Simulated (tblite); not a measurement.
Species: C3HN3Si.
Bonds: N1–C2 (triple), C2–Si3, Si3–C4, C4–N5 (triple), Si3–C6, C6–N7 (triple). Hydrogens: H8 on Si3.

Computed with GFN2-xTB (tblite), gas phase: Langevin dynamics at 600 K from the optimised GFN2-xTB geometry, time step 0.5 fs, friction 0.01 fs⁻¹, 2000 steps. The instantaneous temperature is 2·E(kin)/(3Nk) with all 3N coordinates.

```json
{"t (fs)": "0", "T (K)": "468", "E(pot) above start (eV)": "0.000", "N1≡C2 (Å)": "1.144", "C2–Si3 (Å)": "1.867", "Si3–C4 (Å)": "1.867", "C4≡N5 (Å)": "1.144", "Si3–C6 (Å)": "1.867", "Si3–H8 (Å)": "1.457"}
{"t (fs)": "25", "T (K)": "377", "E(pot) above start (eV)": "0.295", "N1≡C2 (Å)": "1.158", "C2–Si3 (Å)": "1.905", "Si3–C4 (Å)": "1.867", "C4≡N5 (Å)": "1.132", "Si3–C6 (Å)": "1.849", "Si3–H8 (Å)": "1.419"}
{"t (fs)": "50", "T (K)": "460", "E(pot) above start (eV)": "0.383", "N1≡C2 (Å)": "1.145", "C2–Si3 (Å)": "1.807", "Si3–C4 (Å)": "1.855", "C4≡N5 (Å)": "1.114", "Si3–C6 (Å)": "1.886", "Si3–H8 (Å)": "1.532"}
{"t (fs)": "75", "T (K)": "442", "E(pot) above start (eV)": "0.365", "N1≡C2 (Å)": "1.133", "C2–Si3 (Å)": "1.991", "Si3–C4 (Å)": "1.887", "C4≡N5 (Å)": "1.167", "Si3–C6 (Å)": "1.861", "Si3–H8 (Å)": "1.432"}
{"t (fs)": "100", "T (K)": "366", "E(pot) above start (eV)": "0.375", "N1≡C2 (Å)": "1.148", "C2–Si3 (Å)": "1.787", "Si3–C4 (Å)": "1.825", "C4≡N5 (Å)": "1.176", "Si3–C6 (Å)": "1.914", "Si3–H8 (Å)": "1.484"}
{"t (fs)": "125", "T (K)": "364", "E(pot) above start (eV)": "0.263", "N1≡C2 (Å)": "1.160", "C2–Si3 (Å)": "1.944", "Si3–C4 (Å)": "1.872", "C4≡N5 (Å)": "1.158", "Si3–C6 (Å)": "1.835", "Si3–H8 (Å)": "1.461"}
{"t (fs)": "150", "T (K)": "494", "E(pot) above start (eV)": "0.215", "N1≡C2 (Å)": "1.129", "C2–Si3 (Å)": "1.850", "Si3–C4 (Å)": "1.898", "C4≡N5 (Å)": "1.116", "Si3–C6 (Å)": "1.900", "Si3–H8 (Å)": "1.447"}
{"t (fs)": "175", "T (K)": "497", "E(pot) above start (eV)": "0.270", "N1≡C2 (Å)": "1.148", "C2–Si3 (Å)": "1.894", "Si3–C4 (Å)": "1.845", "C4≡N5 (Å)": "1.116", "Si3–C6 (Å)": "1.869", "Si3–H8 (Å)": "1.487"}
{"t (fs)": "200", "T (K)": "339", "E(pot) above start (eV)": "0.476", "N1≡C2 (Å)": "1.169", "C2–Si3 (Å)": "1.846", "Si3–C4 (Å)": "1.928", "C4≡N5 (Å)": "1.191", "Si3–C6 (Å)": "1.829", "Si3–H8 (Å)": "1.483"}
{"t (fs)": "225", "T (K)": "526", "E(pot) above start (eV)": "0.388", "N1≡C2 (Å)": "1.128", "C2–Si3 (Å)": "1.917", "Si3–C4 (Å)": "1.797", "C4≡N5 (Å)": "1.157", "Si3–C6 (Å)": "1.957", "Si3–H8 (Å)": "1.439"}
{"t (fs)": "250", "T (K)": "467", "E(pot) above start (eV)": "0.454", "N1≡C2 (Å)": "1.117", "C2–Si3 (Å)": "1.844", "Si3–C4 (Å)": "1.989", "C4≡N5 (Å)": "1.149", "Si3–C6 (Å)": "1.878", "Si3–H8 (Å)": "1.451"}
{"t (fs)": "275", "T (K)": "331", "E(pot) above start (eV)": "0.520", "N1≡C2 (Å)": "1.167", "C2–Si3 (Å)": "1.913", "Si3–C4 (Å)": "1.810", "C4≡N5 (Å)": "1.118", "Si3–C6 (Å)": "1.833", "Si3–H8 (Å)": "1.497"}
{"t (fs)": "300", "T (K)": "469", "E(pot) above start (eV)": "0.526", "N1≡C2 (Å)": "1.188", "C2–Si3 (Å)": "1.817", "Si3–C4 (Å)": "1.938", "C4≡N5 (Å)": "1.145", "Si3–C6 (Å)": "1.863", "Si3–H8 (Å)": "1.523"}
{"t (fs)": "325", "T (K)": "514", "E(pot) above start (eV)": "0.369", "N1≡C2 (Å)": "1.125", "C2–Si3 (Å)": "1.915", "Si3–C4 (Å)": "1.826", "C4≡N5 (Å)": "1.161", "Si3–C6 (Å)": "1.908", "Si3–H8 (Å)": "1.420"}
{"t (fs)": "350", "T (K)": "631", "E(pot) above start (eV)": "0.237", "N1≡C2 (Å)": "1.119", "C2–Si3 (Å)": "1.862", "Si3–C4 (Å)": "1.901", "C4≡N5 (Å)": "1.159", "Si3–C6 (Å)": "1.850", "Si3–H8 (Å)": "1.435"}
{"t (fs)": "375", "T (K)": "594", "E(pot) above start (eV)": "0.324", "N1≡C2 (Å)": "1.163", "C2–Si3 (Å)": "1.881", "Si3–C4 (Å)": "1.838", "C4≡N5 (Å)": "1.141", "Si3–C6 (Å)": "1.884", "Si3–H8 (Å)": "1.484"}
{"t (fs)": "400", "T (K)": "1028", "E(pot) above start (eV)": "0.309", "N1≡C2 (Å)": "1.171", "C2–Si3 (Å)": "1.837", "Si3–C4 (Å)": "1.870", "C4≡N5 (Å)": "1.169", "Si3–C6 (Å)": "1.834", "Si3–H8 (Å)": "1.491"}
{"t (fs)": "425", "T (K)": "803", "E(pot) above start (eV)": "0.498", "N1≡C2 (Å)": "1.145", "C2–Si3 (Å)": "1.947", "Si3–C4 (Å)": "1.900", "C4≡N5 (Å)": "1.124", "Si3–C6 (Å)": "1.943", "Si3–H8 (Å)": "1.432"}
{"t (fs)": "450", "T (K)": "578", "E(pot) above start (eV)": "0.375", "N1≡C2 (Å)": "1.146", "C2–Si3 (Å)": "1.836", "Si3–C4 (Å)": "1.863", "C4≡N5 (Å)": "1.122", "Si3–C6 (Å)": "1.855", "Si3–H8 (Å)": "1.506"}
{"t (fs)": "475", "T (K)": "650", "E(pot) above start (eV)": "0.520", "N1≡C2 (Å)": "1.152", "C2–Si3 (Å)": "1.946", "Si3–C4 (Å)": "1.921", "C4≡N5 (Å)": "1.136", "Si3–C6 (Å)": "1.875", "Si3–H8 (Å)": "1.471"}
{"t (fs)": "500", "T (K)": "742", "E(pot) above start (eV)": "0.296", "N1≡C2 (Å)": "1.140", "C2–Si3 (Å)": "1.805", "Si3–C4 (Å)": "1.849", "C4≡N5 (Å)": "1.164", "Si3–C6 (Å)": "1.855", "Si3–H8 (Å)": "1.463"}
{"t (fs)": "525", "T (K)": "371", "E(pot) above start (eV)": "0.553", "N1≡C2 (Å)": "1.160", "C2–Si3 (Å)": "1.987", "Si3–C4 (Å)": "1.882", "C4≡N5 (Å)": "1.142", "Si3–C6 (Å)": "1.918", "Si3–H8 (Å)": "1.543"}
{"t (fs)": "550", "T (K)": "664", "E(pot) above start (eV)": "0.392", "N1≡C2 (Å)": "1.127", "C2–Si3 (Å)": "1.864", "Si3–C4 (Å)": "1.897", "C4≡N5 (Å)": "1.140", "Si3–C6 (Å)": "1.900", "Si3–H8 (Å)": "1.404"}
{"t (fs)": "575", "T (K)": "466", "E(pot) above start (eV)": "0.709", "N1≡C2 (Å)": "1.140", "C2–Si3 (Å)": "1.834", "Si3–C4 (Å)": "1.872", "C4≡N5 (Å)": "1.165", "Si3–C6 (Å)": "1.800", "Si3–H8 (Å)": "1.539"}
{"t (fs)": "600", "T (K)": "890", "E(pot) above start (eV)": "0.621", "N1≡C2 (Å)": "1.176", "C2–Si3 (Å)": "1.887", "Si3–C4 (Å)": "1.853", "C4≡N5 (Å)": "1.162", "Si3–C6 (Å)": "1.957", "Si3–H8 (Å)": "1.523"}
{"t (fs)": "625", "T (K)": "645", "E(pot) above start (eV)": "0.725", "N1≡C2 (Å)": "1.180", "C2–Si3 (Å)": "1.901", "Si3–C4 (Å)": "1.892", "C4≡N5 (Å)": "1.119", "Si3–C6 (Å)": "1.874", "Si3–H8 (Å)": "1.432"}
{"t (fs)": "650", "T (K)": "721", "E(pot) above start (eV)": "0.582", "N1≡C2 (Å)": "1.131", "C2–Si3 (Å)": "1.840", "Si3–C4 (Å)": "1.885", "C4≡N5 (Å)": "1.128", "Si3–C6 (Å)": "1.854", "Si3–H8 (Å)": "1.560"}
{"t (fs)": "675", "T (K)": "410", "E(pot) above start (eV)": "0.678", "N1≡C2 (Å)": "1.162", "C2–Si3 (Å)": "2.015", "Si3–C4 (Å)": "1.874", "C4≡N5 (Å)": "1.175", "Si3–C6 (Å)": "1.868", "Si3–H8 (Å)": "1.469"}
{"t (fs)": "700", "T (K)": "503", "E(pot) above start (eV)": "0.628", "N1≡C2 (Å)": "1.116", "C2–Si3 (Å)": "1.746", "Si3–C4 (Å)": "1.916", "C4≡N5 (Å)": "1.158", "Si3–C6 (Å)": "1.838", "Si3–H8 (Å)": "1.427"}
{"t (fs)": "725", "T (K)": "797", "E(pot) above start (eV)": "0.438", "N1≡C2 (Å)": "1.148", "C2–Si3 (Å)": "1.956", "Si3–C4 (Å)": "1.837", "C4≡N5 (Å)": "1.148", "Si3–C6 (Å)": "1.911", "Si3–H8 (Å)": "1.557"}
{"t (fs)": "750", "T (K)": "742", "E(pot) above start (eV)": "0.470", "N1≡C2 (Å)": "1.159", "C2–Si3 (Å)": "1.924", "Si3–C4 (Å)": "1.937", "C4≡N5 (Å)": "1.147", "Si3–C6 (Å)": "1.819", "Si3–H8 (Å)": "1.494"}
{"t (fs)": "775", "T (K)": "771", "E(pot) above start (eV)": "0.464", "N1≡C2 (Å)": "1.129", "C2–Si3 (Å)": "1.811", "Si3–C4 (Å)": "1.814", "C4≡N5 (Å)": "1.160", "Si3–C6 (Å)": "1.969", "Si3–H8 (Å)": "1.420"}
{"t (fs)": "800", "T (K)": "761", "E(pot) above start (eV)": "0.469", "N1≡C2 (Å)": "1.147", "C2–Si3 (Å)": "1.941", "Si3–C4 (Å)": "1.986", "C4≡N5 (Å)": "1.153", "Si3–C6 (Å)": "1.874", "Si3–H8 (Å)": "1.467"}
{"t (fs)": "825", "T (K)": "420", "E(pot) above start (eV)": "0.520", "N1≡C2 (Å)": "1.159", "C2–Si3 (Å)": "1.787", "Si3–C4 (Å)": "1.840", "C4≡N5 (Å)": "1.126", "Si3–C6 (Å)": "1.909", "Si3–H8 (Å)": "1.545"}
{"t (fs)": "850", "T (K)": "373", "E(pot) above start (eV)": "0.371", "N1≡C2 (Å)": "1.156", "C2–Si3 (Å)": "1.934", "Si3–C4 (Å)": "1.862", "C4≡N5 (Å)": "1.166", "Si3–C6 (Å)": "1.848", "Si3–H8 (Å)": "1.443"}
{"t (fs)": "875", "T (K)": "466", "E(pot) above start (eV)": "0.288", "N1≡C2 (Å)": "1.120", "C2–Si3 (Å)": "1.825", "Si3–C4 (Å)": "1.880", "C4≡N5 (Å)": "1.166", "Si3–C6 (Å)": "1.874", "Si3–H8 (Å)": "1.406"}
{"t (fs)": "900", "T (K)": "683", "E(pot) above start (eV)": "0.408", "N1≡C2 (Å)": "1.117", "C2–Si3 (Å)": "1.949", "Si3–C4 (Å)": "1.867", "C4≡N5 (Å)": "1.133", "Si3–C6 (Å)": "1.858", "Si3–H8 (Å)": "1.489"}
{"t (fs)": "925", "T (K)": "870", "E(pot) above start (eV)": "0.336", "N1≡C2 (Å)": "1.164", "C2–Si3 (Å)": "1.806", "Si3–C4 (Å)": "1.910", "C4≡N5 (Å)": "1.137", "Si3–C6 (Å)": "1.886", "Si3–H8 (Å)": "1.476"}
{"t (fs)": "950", "T (K)": "509", "E(pot) above start (eV)": "0.570", "N1≡C2 (Å)": "1.160", "C2–Si3 (Å)": "1.957", "Si3–C4 (Å)": "1.881", "C4≡N5 (Å)": "1.179", "Si3–C6 (Å)": "1.843", "Si3–H8 (Å)": "1.395"}
{"t (fs)": "975", "T (K)": "690", "E(pot) above start (eV)": "0.729", "N1≡C2 (Å)": "1.128", "C2–Si3 (Å)": "1.811", "Si3–C4 (Å)": "1.873", "C4≡N5 (Å)": "1.152", "Si3–C6 (Å)": "1.968", "Si3–H8 (Å)": "1.630"}
{"t (fs)": "1000", "T (K)": "641", "E(pot) above start (eV)": "0.376", "N1≡C2 (Å)": "1.141", "C2–Si3 (Å)": "1.894", "Si3–C4 (Å)": "1.885", "C4≡N5 (Å)": "1.129", "Si3–C6 (Å)": "1.839", "Si3–H8 (Å)": "1.368"}
```

Problem. From 500 fs on, how do temperature and potential energy compare with equipartition?

Solution. The mean temperature of these 21 frames is 625 K against the target 600 K, and the mean potential energy 0.51 eV against 18 × kT/2 = 0.47 eV for 18 classical harmonic modes. For 8 atoms in a canonical ensemble the temperature itself scatters by T·√(2/(3N)) = 173 K; here its standard deviation is 161 K. The whole run lasts only 10 friction times of 100 fs, so these averages carry a wide statistical error.

Problem. What are the kinetic and total energies of the listed frame with the highest potential energy?

Solution. The one at 975 fs, 0.729 eV above the start. Its kinetic energy is 3NkT/2 = 0.714 eV at 690 K, so the sum is 1.44 eV; over the listed frames the sum runs from 0.48 to 1.54 eV, since the thermostat adds and removes energy.

Problem. How much do the listed bonds fluctuate from 500 fs on?

Solution. 
```json
{"bond": "N1≡C2", "at the start (Å)": "1.144", "mean (Å)": "1.146", "standard deviation (Å)": "0.018"}
{"bond": "C2–Si3", "at the start (Å)": "1.867", "mean (Å)": "1.880", "standard deviation (Å)": "0.072"}
{"bond": "Si3–C4", "at the start (Å)": "1.867", "mean (Å)": "1.881", "standard deviation (Å)": "0.036"}
{"bond": "C4≡N5", "at the start (Å)": "1.144", "mean (Å)": "1.150", "standard deviation (Å)": "0.017"}
{"bond": "Si3–C6", "at the start (Å)": "1.867", "mean (Å)": "1.879", "standard deviation (Å)": "0.045"}
{"bond": "Si3–H8", "at the start (Å)": "1.457", "mean (Å)": "1.479", "standard deviation (Å)": "0.066"}
```

The motion is classical and holds no zero-point motion.

The cost below is that of the whole dynamics run. Hardware: an Arm Neoverse V1 with one thread, on a shared host. Cost: 8.6 s wall, 0.19 GiB resident at most.
